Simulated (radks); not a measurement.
Coulomb parameter of the 4f shell of the erbium ion Er+ in the model configuration [Xe] 4f11.5 6s1.5, as a second difference U = [E(n + 0.5) + E(n - 0.5) - 2 E(n)] / (0.5)^2 with all orbitals relaxed. "Bare": the charge of the atom changes with n. "Screened": the 6s shell takes up the change at fixed total charge, which measures U(4f,4f) + U(6s,6s) - 2 U(4f,6s). Method: scalar-relativistic Kohn-Sham, BLYP, spin-unpolarised, spherical densities, finite nucleus; Fermi nuclear charge, rms radius 5.2516 fm; computed with a radial shooting solver on a logarithmic mesh with Libxc functionals.

case               configuration  E - E(n) (eV)
start          [Xe] 4f11.5 6s1.5          0.000
bare +0.5        [Xe] 4f12 6s1.5         -4.883
bare -0.5        [Xe] 4f11 6s1.5          8.882
screened +0.5      [Xe] 4f12 6s1         -1.034
screened -0.5      [Xe] 4f11 6s2          2.792

U(bare) = 15.996 eV, U(screened by 6s) = 7.032 eV, against the Slater integral F0(4f,4f) = 32.190 eV with frozen orbitals.
